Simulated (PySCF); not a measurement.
PySCF input for BClH2S2, SMILES SB(S)Cl, B3LYP/pcSseg-1. Coordinates come from a PBE0-D3(BJ)/def2-SVP optimisation. Other conformers were not sampled.

```python
import numpy as np
from pyscf import gto, scf, dft
from pyscf.prop.nmr import rks as nmr

mol = gto.M(
    atom='''
    B     0.00000000    0.00000000    0.00916907
    Cl    0.00000000   -0.00000002   -1.75205800
    S     0.00000000   -1.61732748    0.79915709
    H     0.00000000   -1.20009116    2.08305717
    S     0.00000000    1.61732749    0.79915706
    H     0.00000000    1.20009120    2.08305714
    ''',
    basis='pcSseg-1',
    charge=0,
    spin=0,
    max_memory=1600,
    verbose=3,
)
mf = dft.RKS(mol, xc='b3lyp')
mf.grids.level = 3
mf.conv_tol = 1e-10
mf.max_cycle = 100
mf.kernel()
n = nmr.NMR(mf)
n.verbose = 2
n.max_cycle_cphf = 60
sigma = n.kernel()
print('atom   isotropic/ppm   span/ppm')
for i, s in enumerate(sigma):
    w = np.linalg.eigvalsh((s + s.T) / 2)
    print(f'{mol.atom_symbol(i):2s}{i + 1:3d} {w.mean():14.3f} {w[2] - w[0]:11.3f}')
```

Log of the run:

```
converged SCF energy = -1282.7343393279
atom   isotropic/ppm   span/ppm
B   1         35.259     105.207
Cl  2        751.213     497.369
S   3        483.264     349.431
H   4         28.761      14.144
S   5        483.264     349.431
H   6         28.761      14.144
```

Self-consistency was reached.
